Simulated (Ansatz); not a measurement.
Program: Ansatz. Geometries: PBE0-D4/def2-TZVP. ΔE: electronic, gas phase. CCSD(T)/CBS is the MP2 limit (def2-TZVPP, def2-QZVPP) plus CCSD(T) − MP2 in def2-TZVPP, frozen cores. Functionals use def2-TZVPP. One conformer a species, not always the lowest.

Reaction (redistribution): `CCBC[SiH3]` + `C=NBC` → `C=NBC[SiH3]` + `CBCC`

`CCBC[SiH3]`:

Cartesian coordinates in Å:
```
C -0.824 -0.060 2.299
C 0.129 0.553 1.280
B -0.403 0.708 -0.179
C 0.527 0.670 -1.411
Si 0.540 -1.105 -2.053
H -0.417 -0.030 3.313
H -1.782 0.467 2.307
H -1.034 -1.106 2.063
H 1.107 0.057 1.304
H 0.347 1.597 1.570
H -1.587 0.849 -0.354
H 0.178 1.272 -2.256
H 1.574 0.906 -1.191
H -0.823 -1.529 -2.470
H 1.020 -2.038 -0.999
H 1.449 -1.211 -3.224
```

`C=NBC`:

```xyz
10

C     0.399   -0.110   -2.052
N    -0.056   -0.253   -0.907
B    -0.557   -0.410    0.347
C     0.022    0.373    1.583
H     1.214   -0.736   -2.428
H     0.004    0.648   -2.736
H    -1.470   -1.183    0.458
H    -0.770    0.965    2.054
H     0.850    1.039    1.335
H     0.363   -0.334    2.346
```

`C=NBC[SiH3]`:

Cartesian coordinates in Å:
```
C -0.426 -0.234 2.674
N 0.159 -0.378 1.591
B 0.793 -0.541 0.398
C 0.753 0.561 -0.719
Si -0.588 0.174 -1.973
H 0.080 0.190 3.548
H -1.474 -0.525 2.805
H 1.351 -1.590 0.229
H 1.702 0.588 -1.265
H 0.554 1.559 -0.319
H -1.928 0.210 -1.327
H -0.583 1.165 -3.085
H -0.392 -1.180 -2.559
```

`CBCC`:

Z-matrix (Å, degrees):
```
C
B 1 1.558
H 1 1.102 2 106.0
H 1 1.094 2 112.7 3 -114.0
H 1 1.092 2 115.8 3 118.6
C 2 1.561 1 125.2 3 -104.1
H 2 1.205 1 117.9 3 73.8
C 6 1.522 2 118.8 1 -1.0
H 6 1.101 2 106.8 1 125.1
H 6 1.102 2 106.1 1 -126.3
H 8 1.093 6 112.0 2 179.8
H 8 1.093 6 111.4 2 59.5
H 8 1.093 6 111.4 2 -59.9
```

| level | ΔE (kJ/mol) |
| --- | --- |
| PBE-QIDH | 6.6 |
| BLYP | 7.5 |
| r2SCAN | 6.8 |
| CCSD(T)/def2-SVP | 7.1 |

(1) What does CCSD(T)/CBS give? (Best estimate.)

Largest T1 diagnostic among the species: 0.014.

Results:

(1) Computed: +6.9 kJ/mol. The listed levels differ from it by -0.3, 0.6, -0.1, 0.2 kJ/mol.

Leaving LDA and LC-ωPBE aside and taking each functional with its dispersion term where it has one, the values, not all of them listed here, spread over 2.0 kJ/mol, from ωB97X-V to revPBE-D4.

CCSD(T)/CBS has its own doubt, a few kJ/mol and more with outer-core shells, so smaller differences from it don't rank the levels.
